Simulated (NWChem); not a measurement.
# Atomisation of HAl

```xyz
2

Al     0.0000     0.0000     0.1190
H      0.0000     0.0000    -1.5472
```
Charge 0, spin multiplicity 1.

All runs are NWChem calculations. All single points use one geometry, from B3LYP/def2-SVP, a minimum by its harmonic frequencies.

Basis set: def2-TZVP. The atomisation energy is electronic alone: no zero-point, thermal, spin-orbit or counterpoise terms. No value is extrapolated to the basis-set limit. Free atoms are single determinants with multiplicities Al 2, H 2. Correlated methods freeze the same cores in atoms and molecule, 5 orbitals in all.

```tsv
method	atomisation energy (kcal/mol)
HF	52.4
LDA (SVWN5)	77.5
BP86	73.0
PBE	69.3
B3LYP	72.9
PBE0	69.0
MP2	66.8
r2SCAN	69.6
TPSS	74.4
CCSD(T)	70.3
```

The values span 25.2 kcal/mol, from HF (lowest) to LDA (SVWN5) (highest). 

The correlated methods keep 5 core orbitals frozen. B3LYP has NWChem's definition, with VWN1-RPA local correlation. The structure started from a generated list of species. No SCF solution was tested for a lower state. Open-shell Hartree-Fock references start from PBE0 orbitals. Coupled-cluster values serve here as a point of comparison, not as the truth.
